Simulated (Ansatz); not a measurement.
The same ligand exchange along the group B, Al, Ga, In.

Gas-phase electronic energies from Ansatz, PBE0-D4/def2-TZVP geometries. CBS: MP2 limit from def2 TZ/QZ plus the TZ coupled-cluster correction, frozen cores. This one scheme is used for every species. DFT in def2-TZVPP. Elements past krypton have def2 core potentials. For Ga, In, Se outer-core shells are correlated without core-valence functions, which leaves a few kJ/mol of doubt a bond. Scalar relativity is left out up to krypton.

```
                                                      reaction  CCSD(T)/CBS(def2) (kJ/mol)
                  `BC[SiH3]` + `C[SeH]` → `C[Se][SiH3]` + `BC`                           ?
`[AlH2][CH2][SiH3]` + `C[SeH]` → `C[Se][SiH3]` + `[CH3][AlH2]`                         -50
`[SiH3][CH2][GaH2]` + `C[SeH]` → `C[Se][SiH3]` + `[CH3][GaH2]`                         -50
`[SiH3][CH2][InH2]` + `C[SeH]` → `C[Se][SiH3]` + `[CH3][InH2]`                         -48
```

(1) Fill in the missing values. (Estimate.)

Largest T1 diagnostic: 0.013, for `[SiH3][CH2][InH2]`.

Results:

(1) Computed: `BC[SiH3]` + `C[SeH]` → `C[Se][SiH3]` + `BC`: -47.3 kJ/mol.
